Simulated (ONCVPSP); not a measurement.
**What one change does to a pseudopotential (zinc (Zn), ONCV)**

```
Element                 : Zn
Generator               : ONCVPSP 4.0.1
Type                    : optimised norm-conserving Vanderbilt (ONCV)
Functional              : PBE
Relativity              : scalar-relativistic
Frozen core             : [Ne]
Valence charge          : 20
Reference configuration : 3s2 3p6 3d10 4s0.5 (charge +1.5)
Partial waves           : 3s+4s: rc 1.00 bohr, ncon 4, nbas 8, qcut 11.2 1/bohr, 2 projectors; 3p: rc 1.10 bohr, ncon 4, nbas 9, qcut 15.1 1/bohr, 2 projectors, debl 0.5 Ha; 3d: rc 1.50 bohr, ncon 4, nbas 9, qcut 8.4 1/bohr, 2 projectors, debl 1.4 Ha
Local potential         : polynomial inside 0.75 bohr (lpopt 5, dvloc0 4 Ha)
Core correction         : none
```

In the p channel the program set the typed energies aside and used -3.621, 0.250 Ha.

All-electron outer shells of the reference configuration (PBE, scalar-relativistic, ld1.x):

```tsv
shell	level (eV)	outermost node (bohr)	outermost maximum (bohr)
2p	-1018.90	–	0.15
3s	-144.33	0.28	0.59
3p	-98.52	0.25	0.59
3d	-25.14	–	0.57
4s	-18.41	0.84	1.94
```

Change: all radii scaled by about 0.94 (s 0.94, p 1.04, d 1.42 bohr); local potential polynomial inside 0.72 bohr (lpopt 5, dvloc0 4 Ha).

Cutoffs: the cutoffs (Ha) at which the residual kinetic energy of the hardest occupied pseudo-wave falls to 1 and 0.1 mHa per electron; they do not see the model core or the augmentation charge, which bear on the density cutoff. Errors are all-electron minus pseudo energies relative to the spin-unpolarised reference configuration.

Problem. What does the change do?

Solution. The potential gets harder (54 Ha and 133 Ha → 94 Ha and 156 Ha); of the 4 tests that both files solve, the error grows in 1 and shrinks in 0 by more than 15 % and 0.3 meV (median size 0.8 → 1.0 meV); neither file shows a bound ghost. A smaller radius makes the pseudo-wave follow the all-electron one further in, where it bends more sharply, so more plane waves are needed.

```csv
quantity,base,changed
"cutoff, loose",54 Ha,94 Ha
"cutoff, tight",133 Ha,156 Ha
loose cutoff by channel,"s 50 Ha, p 54 Ha, d 42 Ha","s 54 Ha, p 52 Ha, d 94 Ha"
bound ghosts,none,none
GHOST(+) flags under 300 eV,none,none
"error for 3s2 3p6 3d10 4s2, meV [ΔE -17.98 eV]",+9.0,+9.4
"error for 3s2 3p6 3d10 4s1, meV [ΔE -8.09 eV]",+1.6,+1.7
"error for 3s2 3p6 3d10 4s0, meV [ΔE 10.35 eV]",-0.1,+0.4
"error for 3s2 3p6 3d10 4s0 4p1, meV [ΔE -1.77 eV]",0.0,+0.2
```
